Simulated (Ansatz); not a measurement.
A nudged elastic band was laid between two geometries of a periodic cell of 19 atoms, NaAl₁₈ (surface Al(111), adsorbate Na).

Level of theory: Ansatz 0.2.0, DFT PBE, scalar-relativistic, plane waves, PAW. Settings: cutoff 420 eV, k mesh 3x2x1, fermi-dirac smearing 0.1 eV, no spin polarisation.

```
movable images  : 5
climbing image  : yes
spring          : 5.0 eV/Å²
optimiser       : quadratic models (default)
start path      : IDPP
force threshold : 0.03 eV/Å
iteration limit : 22
end points      : relaxed
atoms held      : 1 to 6
```

Image 0:

```xyz
19
Lattice="5.7276 0.0000 0.0000 4.2957 7.4403 0.0000 0.0000 0.0000 15.6765" Properties=species:S:1:pos:R:3
Al 1.432 0.827 1.000
Al 4.296 0.827 1.000
Al 2.864 3.307 1.000
Al 5.728 3.307 1.000
Al 4.296 5.787 1.000
Al 7.159 5.787 1.000
Al 0.007 1.646 3.353
Al 2.857 1.646 3.349
Al 1.433 4.128 3.350
Al 4.295 4.137 3.360
Al 2.863 6.622 3.349
Al 5.729 6.619 3.346
Al 0.004 -0.004 5.720
Al 2.858 0.006 5.707
Al 1.430 2.478 5.740
Al 4.297 2.431 5.668
Al 2.832 4.986 5.669
Al 5.758 4.984 5.667
Na 4.302 4.124 8.208
```

Image 6:

Only the atoms that move by more than 0.05 Å are listed.
```
Al13 -0.003 0.050 5.670
Al16 4.290 2.487 5.725
Al17 2.834 4.935 5.669
Al18 5.757 4.931 5.668
Na19 4.297 5.806 8.220
```

Question: Which bonds break or form, and what moves?

Answer: Contacts lost: Al16–Na19. Contacts made: Al13–Na19. The atom that moves furthest is Na19, by 1.68 Å.

Question: Give the energies along the band, and the barrier.

Answer: The forces met the threshold. The highest image is number 3 of 0 to 6, 0.018 eV above the first end and 0.012 eV above the last; the last end lies 0.006 eV above the first. The order of the stationary point at the top wasn't checked. Limits of this set-up: coarse k mesh, thin slab, slab without dipole correction.

```tsv
image	path coordinate (Å)	energy (eV)	Al16–Na19 (Å)	Al13–Na19 (Å)
0	0.00	0.000	3.05	4.14
1	0.29	0.005	3.18	3.92
2	0.59	0.013	3.34	3.70
3	0.88	0.018	3.54	3.49
4	1.16	0.016	3.73	3.32
5	1.43	0.010	3.94	3.17
6	1.71	0.006	4.15	3.06
```

Question: What is the geometry of the highest image?

Answer: 
```xyz
19
Lattice="5.7276 0.0000 0.0000 4.2957 7.4403 0.0000 0.0000 0.0000 15.6765" Properties=species:S:1:pos:R:3:forces:R:3
Al 1.432 0.827 1.000 0.01 0.00 -0.02
Al 4.296 0.827 1.000 -0.01 0.01 0.00
Al 2.864 3.307 1.000 0.02 -0.03 -0.02
Al 5.728 3.307 1.000 -0.02 -0.02 -0.02
Al 4.296 5.787 1.000 0.02 0.01 0.03
Al 7.159 5.787 1.000 -0.02 0.02 -0.02
Al 0.000 1.647 3.369 0.00 0.00 0.02
Al 2.864 1.648 3.360 0.00 0.00 0.02
Al 1.431 4.120 3.323 0.00 0.00 0.02
Al 4.295 4.128 3.351 0.00 0.00 0.02
Al 2.862 6.630 3.356 0.00 0.00 0.02
Al 5.729 6.630 3.352 0.00 0.00 0.01
Al -0.003 -0.002 5.741 0.00 0.00 -0.01
Al 2.867 0.005 5.732 0.00 0.00 -0.01
Al 1.431 2.464 5.726 0.00 0.00 -0.01
Al 4.297 2.481 5.744 0.00 0.00 -0.01
Al 2.818 4.952 5.631 0.00 0.00 0.00
Al 5.771 4.956 5.640 0.00 0.00 0.00
Na 4.268 4.994 8.230 0.01 0.00 -0.01
```

Run time: 4 min on 1 thread of Arm Neoverse V2, with other jobs on the host, peak memory 0.89 GiB.
